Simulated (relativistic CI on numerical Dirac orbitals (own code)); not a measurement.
# Level scheme of Os32+

Computed by Dirac-Coulomb-Breit CI, orbitals from a KLI potential per configuration, model QED (radiative potential, 1s self-energy scaled to tabulated hydrogen-like ionisation energies), unscaled Slater integrals (own radial code, finite nucleus).

Configurations in the expansion (outside the closed core [Ar] 3d10): 4s2 4p6 4d8, 4s2 4p5 4d9, 4s2 4p6 4d7 4f, 4s 4p6 4d9, 4s2 4p5 4d8 4f, 4s 4p6 4d8 4f, 4s2 4p6 4d7 5s, 4s2 4p6 4d6 4f 5s, 4s2 4p6 4d7 5p, 4s2 4p5 4d8 5s, 4s2 4p6 4d7 5f, 4s2 4p6 4d6 5s 5p, 4p6 4d9 4f, 4s 4p6 4d7 4f 5s, 4s2 4p5 4d8 5d, 4s2 4p6 4d7 6p, 4s 4p6 4d8 5p, 4s2 4p6 4d7 6f, 4p6 4d9 5p, 4s2 4p5 4d8 5g, 4s2 4p6 4d7 7p, 4s2 4p5 4d8 6s, 4s2 4p6 4d7 7f, 4p6 4d10, 4p5 4d10 4f, 4p6 4d9 5s, 4p5 4d10 5s, 4p5 4d9 4f 5s. Double excitations out of closed p, d and f shells are left out; levels of such configurations are missing from the list, as are those of other unlisted configurations, and high levels can miss mixing partners. These lack a partner that the ground configuration has and come out too high: 4s2 4p5 4d8 5d, 4s2 4p5 4d8 5g, 4s2 4p5 4d8 6s.

The lowest level is 4s2 4p6 4d8 3F_4, with 88 % of that term; Hund's rules for 4s2 4p6 4d8 give 3F with J = 4, in agreement.

| No. | Configuration | Term | J | E (cm⁻¹) | % | Next component (%) | jj configuration (%) |
| --- | --- | --- | --- | --- | --- | --- | --- |
| 1 | 4s2 4p6 4d8 | 3F | 4 | 0 | 88 | 11 1G | 4d5/2^4 (98) |
| 2 | 4s2 4p6 4d8 | 1D | 2 | 31201 | 49 | 40 3P | 4d5/2^4 (99) |
| 3 | 4s2 4p6 4d8 | 3P | 0 | 99139 | 59 | 41 1S | 4d5/2^4 (96) |
| 4 | 4s2 4p6 4d8 | 3F | 3 | 148806 | 99 | 1 4s2 4p5 4d8 4f 3F | 4d3/2^3 4d5/2^5 (99) |
| 5 | 4s2 4p6 4d8 | 3P | 2 | 180498 | 51 | 34 3F | 4d3/2^3 4d5/2^5 (98) |
| 6 | 4s2 4p6 4d8 | 3P | 1 | 196163 | 99 | 1 4s2 4p5 4d8 4f 3P | 4d3/2^3 4d5/2^5 (99) |
| 7 | 4s2 4p6 4d8 | 1G | 4 | 199943 | 88 | 11 3F | 4d3/2^3 4d5/2^5 (98) |
| 8 | 4s2 4p6 4d8 | 3F | 2 | 322823 | 55 | 36 1D | 4d3/2^2 4d5/2^6 (98) |
| 9 | 4s2 4p6 4d8 | 1S | 0 | 413764 | 59 | 41 3P | 4d3/2^2 4d5/2^6 (96) |
| 10 | 4s2 4p5 4d9 | 1D° | 2 | 1553218 | 44 | 28 3P° | 4p3/2^3 4d5/2^5 (79) |
| 11 | 4s2 4p5 4d9 | 3F° | 4 | 1553598 | 88 | 11 4s2 4p6 4d7 4f 3F° | 4p3/2^3 4d5/2^5 (88) |
| 12 | 4s2 4p5 4d9 | 3D° | 3 | 1566408 | 53 | 25 4s2 4p6 4d7 4f 3D° | 4p3/2^3 4d5/2^5 (61) |
| 13 | 4s2 4p6 4d7 4f | 3G° | 4 | 1626889 | 27 | 23 5G° | 4d5/2^3 4f5/2 (93) |
| 14 | 4s2 4p6 4d7 4f | 5G° | 5 | 1627946 | 42 | 21 3G° | 4d5/2^3 4f5/2 (79) |
| 15 | 4s2 4p5 4d9 | 1P° | 1 | 1636013 | 25 | 24 3P° | 4p3/2^3 4d5/2^5 (51) |
| 16 | 4s2 4p6 4d7 4f | 5G° | 6 | 1644664 | 48 | 22 5H° | 4d5/2^3 4f5/2 (53) |
| 17 | 4s2 4p6 4d7 4f | 5P° | 2 | 1647268 | 26 | 25 3P° | 4d5/2^3 4f5/2 (89) |
| 18 | 4s2 4p6 4d7 4f | 3F° | 3 | 1655698 | 25 | 19 5F° | 4d5/2^3 4f5/2 (69) |
| 19 | 4s2 4p6 4d7 4f | 3F° | 2 | 1656951 | 47 | 19 3D° | 4d5/2^3 4f5/2 (88) |
| 20 | 4s2 4p6 4d7 4f | 3I° | 7 | 1662551 | 27 | 23 5I° | 4d5/2^3 4f5/2 (84) |
| 21 | 4s2 4p6 4d7 4f | 3G° | 4 | 1672244 | 29 | 19 1G° | 4d5/2^3 4f5/2 (81) |
| 22 | 4s2 4p6 4d7 4f | 3F° | 3 | 1679887 | 38 | 17 3G° | 4d5/2^3 4f5/2 (78) |
| 23 | 4s2 4p6 4d7 4f | 3H° | 6 | 1682860 | 40 | 16 3I° | 4d5/2^3 4f7/2 (54) |
| 24 | 4s2 4p6 4d7 4f | 5I° | 8 | 1684549 | 61 | 34 3K° | 4d5/2^3 4f7/2 (98) |
| 25 | 4s2 4p6 4d7 4f | 3D° | 1 | 1687308 | 47 | 16 4s2 4p5 4d9 3P° | 4d5/2^3 4f5/2 (58) |
| 26 | 4s2 4p6 4d7 4f | 3D° | 2 | 1690343 | 34 | 13 4s2 4p5 4d9 3D° | 4d5/2^3 4f7/2 (61) |
| 27 | 4s2 4p6 4d7 4f | 5H° | 7 | 1699521 | 40 | 37 3I° | 4d5/2^3 4f7/2 (82) |
| 28 | 4s2 4p6 4d7 4f | 5D° | 0 | 1700437 | 48 | 45 3P° | 4d5/2^3 4f5/2 (90) |
| 29 | 4s2 4p6 4d7 4f | 3G° | 5 | 1704391 | 38 | 25 5F° | 4d5/2^3 4f7/2 (70) |
| 30 | 4s2 4p5 4d9 | 3D° | 2 | 1708671 | 25 | 19 4s2 4p6 4d7 4f 3D° | 4p3/2^3 4d3/2^3 4d5/2^6 (45) |
| 31 | 4s2 4p6 4d7 4f | 3F° | 3 | 1711443 | 27 | 21 5P° | 4d5/2^3 4f5/2 (49) |
| 32 | 4s2 4p6 4d7 4f | 3F° | 4 | 1720656 | 31 | 26 3G° | 4d5/2^3 4f7/2 (52) |
| 33 | 4s2 4p6 4d7 4f | 5D° | 1 | 1723942 | 35 | 29 3P° | 4d5/2^3 4f5/2 (57) |
| 34 | 4s2 4p6 4d7 4f | 3D° | 2 | 1727218 | 31 | 23 5D° | 4d5/2^3 4f5/2 (55) |
| 35 | 4s2 4p6 4d7 4f | 3F° | 3 | 1727850 | 22 | 16 3D° | 4d5/2^3 4f5/2 (45) |
| 36 | 4s2 4p5 4d9 | 3D° | 1 | 1732443 | 29 | 23 3P° | 4p3/2^3 4d3/2^3 4d5/2^6 (57) |
| 37 | 4s2 4p5 4d9 | 3P° | 0 | 1738417 | 72 | 25 4s2 4p6 4d7 4f 3P° | 4p3/2^3 4d3/2^3 4d5/2^6 (72) |
| 38 | 4s2 4p6 4d7 4f | 3H° | 5 | 1739330 | 32 | 21 3G° | 4d5/2^3 4f5/2 (67) |
| 39 | 4s2 4p6 4d7 4f | 3H° | 4 | 1748006 | 22 | 18 5D° | 4d5/2^3 4f7/2 (44) |
| 40 | 4s2 4p6 4d7 4f | 5H° | 5 | 1752886 | 31 | 21 3H° | 4d3/2^3 4d5/2^4 4f5/2 (44) |
| 41 | 4s2 4p6 4d7 4f | 3F° | 4 | 1753977 | 34 | 19 5F° | 4d5/2^3 4f7/2 (50) |
| 42 | 4s2 4p6 4d7 4f | 3H° | 6 | 1755936 | 42 | 34 5G° | 4d5/2^3 4f7/2 (90) |
| 43 | 4s2 4p5 4d9 | 3F° | 3 | 1756285 | 23 | 21 4s2 4p6 4d7 4f 1F° | 4d3/2^3 4d5/2^4 4f5/2 (45) |
| 44 | 4s2 4p6 4d7 4f | 5G° | 3 | 1761841 | 36 | 15 3G° | 4d3/2^3 4d5/2^4 4f5/2 (56) |
| 45 | 4s2 4p6 4d7 4f | 3P° | 1 | 1766198 | 26 | 24 5D° | 4d5/2^3 4f7/2 (55) |

Energies count from the lowest computed level; ° marks odd parity. Filled j subshells are mostly left out of the jj labels.

The mean weight of the leading LS term, summed over parents, in these 45 levels is 44 %, and that of the leading jj configuration (from the same eigenvectors) 73 %, so jj coupling describes them better and the LS labels are nominal.

At this charge energies of transitions that change n are usually good to better than 1 %, and those within a shell (Δn = 0) to a few per cent. Terms inside the open d or f shell come out 10 to 20 % too wide with unscaled integrals.

LS names give the leading component of a level, which can be under half, so a name can repeat, a term be missing and a line seem to break the LS rules.
